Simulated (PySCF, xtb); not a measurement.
CH2NO, SMILES C(=[OH+])=N, charge +1.

Harmonic wavenumbers (cm⁻¹) from GFN2-xTB run with xtb 6.7.1 at its own minimum, in rising order: 260, 382, 535, 541, 852, 1303, 2522, 3263, 3492.

What does PySCF with PBE-D3(BJ)/def2-TZVP give at its own minimum? (The exact figures need the calculation; the answer reports its results.)

229, 437, 517, 534, 1059, 1221, 2436, 3504, 3611. Paired by order, the mean absolute difference is 94 cm⁻¹ and the zero-point energies are 18.8 and 19.4 kcal/mol.
